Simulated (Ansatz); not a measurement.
Ba2S2⁺. Charge 1, multiplicity 2. Geometry PBE-D4/def2-SVP.

```xyz
4

Ba   -0.373    1.337   -1.795
Ba    0.721    0.330    2.126
S    -1.198   -0.683    0.159
S     0.849   -0.983   -0.489
```

In the def2 sets Ba takes a core potential; there is no spin–orbit coupling. HSE06 is defined as in plane-wave codes, on full-range PBE exchange. Another isomer (doublet) lies 0.63 eV lower at PBE0-D4/def2-TZVP; other spin states weren't run for this one.

(1) Estimate the α-spin orbital energies around the gap (eV) in Ansatz with PBE-D4/def2-TZVP, r2SCAN-D4/def2-TZVP, PBE0-D4/def2-TZVP, HSE06-D4/def2-TZVP, ωB97M-V/def2-TZVP.

Results:

(1) 
```csv
orbital,PBE-D4/def2-TZVP,r2SCAN-D4/def2-TZVP,PBE0-D4/def2-TZVP,HSE06-D4/def2-TZVP,ωB97M-V/def2-TZVP
HOMO−5,-11.40,-11.57,-12.38,-12.00,-14.24
HOMO−4,-10.49,-10.64,-11.65,-11.26,-13.76
HOMO−3,-10.34,-10.48,-11.50,-11.11,-13.66
HOMO−2,-8.59,-8.66,-9.56,-9.18,-11.50
HOMO−1,-8.26,-8.30,-9.20,-8.83,-11.14
HOMO,-6.44,-6.45,-6.93,-6.59,-7.92
LUMO,-5.22,-4.93,-4.65,-4.98,-3.71
LUMO+1,-5.18,-4.76,-4.42,-4.79,-3.00
LUMO+2,-5.13,-4.73,-4.42,-4.78,-2.97
LUMO+3,-4.86,-4.51,-3.99,-4.37,-2.79
LUMO+4,-4.60,-4.19,-3.95,-4.30,-2.47
LUMO+5,-4.56,-4.14,-3.79,-4.16,-2.43
β HOMO,-8.24,-8.29,-9.19,-8.81,-11.13
β LUMO,-5.63,-5.05,-4.96,-5.30,-3.98
```
